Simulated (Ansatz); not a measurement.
System: PbCl2 (charge 0, triplet). This is an excited triplet: at this geometry the singlet lies 1.35 eV lower at RI-MP2/CBS(def2-TZVPPD,def2-QZVPPD)+[CCSD(T)-MP2]/def2-TZVPPD. SMILES: [Cl][Pb][Cl]
Coordinates optimised at B3LYP-D3(BJ)/def2-TZVP (Ansatz, a program for electronic structure):
```
Cl
Cl 1 2.6820
Pb 1 2.7046 2 60.28
```
Charge 0, spin multiplicity 3.

Property: vertical singlet-triplet gap (E(singlet) - E(triplet); the singlet is one closed-shell determinant, which may describe it poorly; each state is the SCF solution reached for its spin), in kcal/mol. Cores are frozen in the correlated levels unless marked. Open shells are spin-unrestricted. No spin-orbit coupling. Frozen are the shells of the preceding noble gas and the d and f shells that filled before the atom's block. In def2 rows, elements after Kr have scalar-relativistic effective core potentials. CBS marks a two-point X^-3 extrapolation of the correlation energy; Hartree-Fock from the larger set. The bracket is a focal-point correction in the basis named.

| level | program | vertical singlet-triplet gap (kcal/mol) |
|---|---|---|
| HF/def2-TZVPPD | Ansatz | -13.8 |
| HF/def2-QZVPPD | Ansatz | -13.7 |
| PBE/def2-TZVPD | Ansatz | -25.7 |
| r2SCAN/def2-TZVPD | Ansatz | -22.3 |
| B3LYP/def2-TZVPD | Ansatz | -24.5 |
| SCS-MP2/def2-SVPD | Ansatz | -30.5 |
| CCSD/def2-SVPD | Ansatz | -26.6 |
| CCSD/def2-TZVPPD | Ansatz | -27.2 |
| CCSD(T)/def2-SVPD | Ansatz | -27.9 |
| RI-MP2/CBS(def2-TZVPPD,def2-QZVPPD)+[CCSD(T)-MP2]/def2-TZVPPD | Ansatz | -31.1 |
